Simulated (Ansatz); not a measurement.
Computed with Ansatz on PBE0-D4/def2-TZVP structures; ΔE is electronic, products minus reactants. CCSD(T)/CBS is the MP2 limit (def2-TZVPP, def2-QZVPP) plus CCSD(T) − MP2 in def2-TZVPP, frozen cores. This one scheme is used for every species. DFT in def2-TZVPP. Each species was taken in one conformer, which may not be the lowest.

Consider the ligand exchange at the Si–O bond: `C[Si](O)(O)F` + H–F → `C[Si](O)(F)F` + H₂O.

```csv
level,ΔE (kcal/mol)
BHLYP-D4,-11.0
PBE,-10.8
```

**Question.** What does CCSD(T)/CBS give? (Best estimate.)

**Answer.** Computed: -10.7 kcal/mol. The listed levels differ from it by -0.3, -0.1 kcal/mol.

**Question.** What do rigid-rotor, harmonic-oscillator terms from PBE0-D4/def2-TZVP frequencies (298.15 K, 1 bar) make of the CCSD(T)/CBS value? (Estimate.)

**Answer.** The calculation gave: ΔZPE = +0.5 kcal/mol, ΔH = -10.2 kcal/mol, ΔS = 7 J/(mol·K), ΔG = -10.7 kcal/mol.

Largest T1 diagnostic among the species: 0.011.

The D4 term adds +0.8 kcal/mol with B3LYP and +0.4 kcal/mol with PBE0; it sums over pairs of atoms, weighted by their polarisabilities, and B3LYP, whose exchange is more repulsive, gets the larger term. Leaving LDA and LC-ωPBE aside and taking each functional with its dispersion term where it has one, the values, not all of them listed here, spread over 2.0 kcal/mol, from B97M-V to revPBE-D4. LDA lies +1.1 kcal/mol from PBE without D4.

B3LYP here is the variant with VWN-RPA as its local correlation; programs differ in this.
